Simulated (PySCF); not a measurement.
C₂H₁₀N₂Si₂, SMILES CN[Si@@H]1NC[SiH2]1. Atoms are numbered in the order given.

```xyz
16

C      3.1617    -0.2068    -0.2634
N      1.7685    -0.5998    -0.3336
Si     0.4124     0.1987     0.3772
N     -0.8231    -0.8916     0.9477
C     -2.1485    -0.5115     0.4298
Si    -1.5431     0.9094    -0.7364
H      3.2949     0.5433     0.5319
H      3.5395     0.2436    -1.2016
H      3.8195    -1.0610    -0.0180
H      1.5797    -1.3308    -1.0136
H      1.0563     1.1380     1.3511
H     -0.7654    -1.6438     1.6297
H     -2.6571    -1.3383    -0.1007
H     -2.8408    -0.1452     1.2118
H     -2.1766     2.2376    -0.4731
H     -1.7174     0.5931    -2.1875
```

Geometry optimised at B3LYP-D3(BJ)/def2-SVP. The structure was generated by enumeration; whether it is a known compound was not checked. Other conformers were not sampled.

Two levels are set side by side: PBE/pcSseg-1 (PySCF) and PBE0/pcSseg-1 (PySCF). GIAO shifts against NH3 (¹⁵N), TMS (²⁹Si), TMS (¹H), TMS (¹³C) at the same level; non-relativistic, no solvent, atoms listed together averaged. Differences are taken from unrounded values.

```tsv
quantity	PBE0	PBE	PBE minus PBE0
δ(¹³C) of C1 (ppm)	34.0	35.0	1.1
δ(¹⁵N) of N2 (ppm)	49.6	61.8	12.2
δ(²⁹Si) of Si3 (ppm)	-5.1	-9.1	-4.0
δ(¹⁵N) of N4 (ppm)	65.9	76.4	10.5
δ(¹³C) of C5 (ppm)	32.4	34.8	2.4
δ(²⁹Si) of Si6 (ppm)	-36.4	-40.1	-3.8
δ(¹H) of H10 (ppm)	0.77	0.94	0.17
δ(¹H) of H11 (ppm)	5.65	5.93	0.28
δ(¹H) of H12 (ppm)	1.37	1.54	0.17
δ(¹H) of H13, H14 (ppm)	3.11	3.30	0.18
```

Rough cost on one machine, each run with all the roots and properties that it gave: PBE0 against PBE within a factor of 2.
